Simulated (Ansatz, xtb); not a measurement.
## C6H4O3: 9 structures ranked

9 gas-phase structures of C6H4O3, from a drawn sample of its isomers (lower ones may exist). Each was relaxed with GFN2-xTB; where two conformers were screened, the lower at r2SCAN-D4/def2-SVP is listed:

A. `O=CC1=CC(=O)CC1=O`, a singlet
B. `O=C([O-])c1cccc[o+]1`, a singlet
C. `O=CC1=CC(=O)OC=C1`, a singlet
D. `O=Cc1ccc(C=O)o1`, a singlet
E. `C=CC1=CC(=O)OC1=O`, a singlet
F. `O=CC(=O)c1ccco1`, a singlet
G. `O=CC1=CC=COC1=O`, a singlet
H. `O=CC1=CC(=O)C=CO1`, a singlet
I. `CC#CC1=COC(=O)O1`, a singlet

Problem. Which do you expect lowest at r2SCAN-D4/def2-SVP, and how would the others follow?

Solution. Calculated order at r2SCAN-D4/def2-SVP: E (0.000), G (0.179), C (0.292), A (0.677), D (0.736), H (0.785), F (0.940), I (1.595), B (1.621) eV. Less than 1 kcal/mol parts I and B, so the order within that pair means little.

Energies above the lowest of each column, in eV; the last columns are at PBE0-D3(BJ)/def2-SVP geometries and were run for some of them only (a dash: not run or not comparable):

```tsv
structure	GFN2-xTB	HF/STO-3G	r2SCAN-D4/def2-SVP	PBE0-D3(BJ)/def2-SVP	CCSD(T)/def2-SVP + ΔMP2/def2-TZVPP
E	0.000	0.000	0.000	0.000	0.000
G	0.016	0.224	0.179	0.174	0.354
C	0.119	0.279	0.292	0.285	0.390
A	0.788	0.199	0.677	0.594	–
D	0.405	0.256	0.736	0.720	–
H	0.494	0.552	0.785	0.770	–
F	0.656	0.415	0.940	–	–
I	0.012	0.443	1.595	–	–
B	0.710	2.948	1.621	–	–
```

Every level run on E puts it lowest or level with the lowest. Flexible structures stand in one conformer each, not always the lowest. Frequencies (GFN2-xTB) were run for C, E, G alone. ΔMP2 is the change of the MP2 energy from the smaller to the larger basis.

Over these structures GFN2-xTB departs from r2SCAN-D4/def2-SVP by 0.375 eV on average once a common shift is removed. A GFN2-xTB relaxation took about 0.067 s and the r2SCAN-D4/def2-SVP energy about 2.1 s on a shared host (Ansatz 0.2.0, xtb 6.7.1).
